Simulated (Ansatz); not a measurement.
This geometry of BClH6OSi (10 atoms, charge 0, multiplicity 1) is a first-order saddle point.

Level of theory: Ansatz, RKS PBE0/6-31G*.

```xyz
10
Properties=species:S:1:pos:R:3
B 0.051 0.346 0.053
H -0.382 -0.603 0.882
Cl 1.586 -0.237 -0.697
H -0.848 0.611 -0.684
O 0.240 1.392 1.181
Si 1.693 2.066 1.742
H 2.573 1.014 2.311
H 2.365 2.785 0.635
H 1.285 3.011 2.811
H -0.143 0.240 1.447
```

**Question.** Which two structures does it join? (They come from a converged band through this point; their orientation in space is the band's.)

**Answer.** Bonds broken: B1–H2, O5–H10. Bonds formed: H2–H10. BClH6OSi becomes BClH4OSi + H2.

Initial state:

```xyz
10
Properties=species:S:1:pos:R:3
B 0.053 0.050 0.115
H -0.057 -0.863 0.893
Cl 1.677 0.028 -0.764
H -0.877 0.289 -0.607
O 0.211 1.395 1.043
Si 1.740 1.918 1.689
H 2.497 0.768 2.222
H 2.462 2.713 0.679
H 1.275 2.793 2.800
H -0.561 1.533 1.613
```

Final state:

```xyz
10
Properties=species:S:1:pos:R:3
B 0.390 0.909 -0.468
H -1.002 -1.153 2.422
Cl 1.794 0.041 -1.129
H -0.662 0.760 -1.007
O 0.509 1.699 0.605
Si 1.836 2.109 1.562
H 2.377 0.895 2.223
H 2.879 2.761 0.732
H 1.317 3.059 2.575
H -1.019 -0.454 2.167
```

**Question.** How far does it lie above each of them?

**Answer.** 105.1 kJ/mol above the first and 186.1 kJ/mol above the second. This is the barrier of this one path; another mechanism may lie lower. The orbitals stay closed-shell, which can raise the energy where a bond breaks towards radicals; this wasn't checked here.

Run time: 9.1 min on 1 thread of Arm Neoverse V1 (shared host), peak memory 0.17 GiB.
